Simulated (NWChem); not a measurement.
# SnS, singlet; SMILES [S]=[Sn]

Program: NWChem. Low-valent species are run as closed-shell singlets; no triplet was tried in these runs. def2 effective core potentials on Sn; no spin-orbit coupling. Each level has its own optimisation; frequencies are unscaled.

| level | r S–Sn (Å) | highest harmonic frequency (cm⁻¹) | zero-point energy (kcal/mol) |
|---|---|---|---|
| BP86/def2-TZVP (core potentials) | 2.234 | 470 | 0.7 |
| PBE/def2-SVP (core potentials) | (withheld) | 468 | 0.7 |
| Hartree-Fock/3-21G (all-electron, non-relativistic) | 2.273 | 496 | 0.7 |
| LDA (Slater exchange, VWN5)/def2-SVP (core potentials) | 2.228 | 484 | 0.7 |
| PBE0/def2-SVP (core potentials) | 2.223 | 500 | 0.7 |

### Question
Some entries are withheld; supply them.

### Answer

- PBE/def2-SVP (core potentials), r S–Sn (Å): 2.252
